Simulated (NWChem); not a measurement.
System: GeH3F; SMILES [F][GeH3]

```xyz
5

Ge     0.0000     0.0000    -0.2775
F      0.0000     0.0000     1.4664
H     -0.4332    -1.4064    -0.7170
H      1.4345     0.3281    -0.7170
H     -1.0014     1.0783    -0.7170
```
Atoms are numbered in this order, from 1.

Program: NWChem. STO-3G and 3-21G are far too small for this property and stand as cheap habits. Coordinates come from a PBE0/def2-SVP optimisation. GIAO values for the isolated, static molecule; σ is the absolute isotropic shielding, δ = σ(reference) − σ with the isolated reference molecule computed at the same levels (19F: trichlorofluoromethane, 1H: tetramethylsilane).

```csv
level,σ Ge1 (ppm),δ F2 (ppm),δ H3 (ppm),relative time
Hartree-Fock/STO-3G,2343.1,-250.7,1.78,1
"LDA (Slater exchange, VWN5)/pcSseg-1",1229.1,-298.5,5.94,6
PBE/pcSseg-1,1288.2,-284.7,5.58,7
```

Relative times are rough (shared machine, one core).
